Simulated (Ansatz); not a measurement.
Abstraction of H: C2H3F3 + C2H6MgN → C2H2F3 + C2H7MgN

Species: C2H3F3 (1,1,1-trifluoroethane) `CC(F)(F)F`, singlet; C2H6MgN `C[N](C)[Mg]`, doublet; C2H2F3 `[CH2]C(F)(F)F`, doublet; C2H7MgN `C[N](C)[MgH]`, singlet. A radical takes H: the energy is the difference in strength between the C–H bond broken and the Mg–H bond made.

Shapes, held fixed at every level: PBE0-D4/def2-TZVP. Programs: Ansatz 0.2.0. The zero-point and thermal change to 298 K, harmonic and unscaled (PBE0-D4/def2-TZVP), is -21.8 kJ/mol.

```json
{"level": "PBE-D4/def2-TZVPP", "kind": "GGA", "ΔH(298 K) (kJ/mol)": "+157.2", "less CCSD(T)/def2-TZVPP": "+6.1", "CPU time (sum over the molecules)": "40 s"}
{"level": "r2SCAN-D4/def2-TZVPP", "kind": "meta-GGA", "ΔH(298 K) (kJ/mol)": "+144.7", "less CCSD(T)/def2-TZVPP": "-6.4", "CPU time (sum over the molecules)": "80 s"}
{"level": "B3LYP-D4/def2-TZVPP", "kind": "global hybrid", "ΔH(298 K) (kJ/mol)": "+148.0", "less CCSD(T)/def2-TZVPP": "-3.1", "CPU time (sum over the molecules)": "57 s"}
{"level": "BHLYP-D4/def2-TZVPP", "kind": "global hybrid", "ΔH(298 K) (kJ/mol)": "+144.6", "less CCSD(T)/def2-TZVPP": "-6.5", "CPU time (sum over the molecules)": "44 s"}
{"level": "wB97M-V/def2-TZVPP", "kind": "range-separated hybrid", "ΔH(298 K) (kJ/mol)": "+140.4", "less CCSD(T)/def2-TZVPP": "-10.7", "CPU time (sum over the molecules)": "2.4 min"}
{"level": "wB97X-V/def2-TZVPP", "kind": "range-separated hybrid", "ΔH(298 K) (kJ/mol)": "+144.3", "less CCSD(T)/def2-TZVPP": "-6.8", "CPU time (sum over the molecules)": "1.9 min"}
{"level": "CCSD/def2-SVP", "kind": "coupled cluster or CI", "ΔH(298 K) (kJ/mol)": "+149.5", "less CCSD(T)/def2-TZVPP": "-1.6", "CPU time (sum over the molecules)": "–"}
{"level": "CCSD(T)/def2-TZVPP", "kind": "coupled cluster or CI", "ΔH(298 K) (kJ/mol)": "+151.1", "less CCSD(T)/def2-TZVPP": "0.0", "CPU time (sum over the molecules)": "51 min"}
```

The highest level, CCSD(T)/def2-TZVPP, gives ΔH(298 K) = +151.1 kJ/mol; the levels span +140.4 to +157.2. The column of differences is taken from that level and isn't an error. No measured value is set beside it here. Open shells run unrestricted. Outer-core shells of Mg are correlated, in sets that cover them unevenly. Times are processor times on shared x86 and Arm servers, and rough.
